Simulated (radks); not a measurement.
Problem. These are the eigenvalues of the occupied orbitals of an atom or ion with whole-number occupations (eV). Method: scalar-relativistic Kohn-Sham, SCAN, spin-unpolarised, spherical densities, finite nucleus; meta-GGA in the generalised Kohn-Sham scheme; Fermi nuclear charge, rms radius of each element as measured or else 0.836 A^(1/3) + 0.57 fm; computed with a radial shooting solver on a logarithmic mesh with Libxc functionals.

orbital  eigenvalue
1s        -25554.60
2s        -3928.985
2p        -3538.925
3s        -866.8799
3p        -737.5653
3d        -535.1225
4s        -257.3861
4p        -216.8875
4d        -155.3668

Which element is it, and in what charge state? The configuration may be excited.

Solution. Z = 47, silver, charge +9: Ag9+ in [Kr] 4d2. The list shows which subshells hold electrons but not how many an open one holds; the 1s level, -939.11 hartree, gives Z - s = 43.3 by -(Z - s)^2/2, which with screening and relativity narrows Z to a few neighbours, and the depths of the outer levels then fix element, charge and occupations together.
